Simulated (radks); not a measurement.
The numbers below are computed, except where a source is named.
Ionisation of Ge3+, [Ar] 3d10 4s1, to Ge4+, [Ar] 3d10, under several functionals. Scalar-relativistic Kohn-Sham, spin-polarised, spherical densities, point nucleus; open shells are filled with parallel spins first; a radial shooting solver on a logarithmic mesh with Libxc functionals.

| functional | E(Ge3+) (hartree) | Exc (hartree) | IE (eV) | -e(HOMO) (eV) | <r> HOMO (bohr) | IE error (eV) |
|---|---|---|---|---|---|---|
| HCTH/407 | -2098.10840 | -80.20665 | 46.268 | 41.073 | 1.830 | +0.552 |
| PBE | -2096.72752 | -78.69043 | 46.719 | 41.167 | 1.845 | +1.004 |
| BLYP | -2097.12461 | -79.08388 | 46.991 | 41.287 | 1.842 | +1.275 |

NIST Atomic Spectra Database: 45.716 eV (measured). Closest: HCTH/407. The Delta-SCF values span 0.72 eV, the total energies 1.38 hartree. The highest occupied level is 4s.
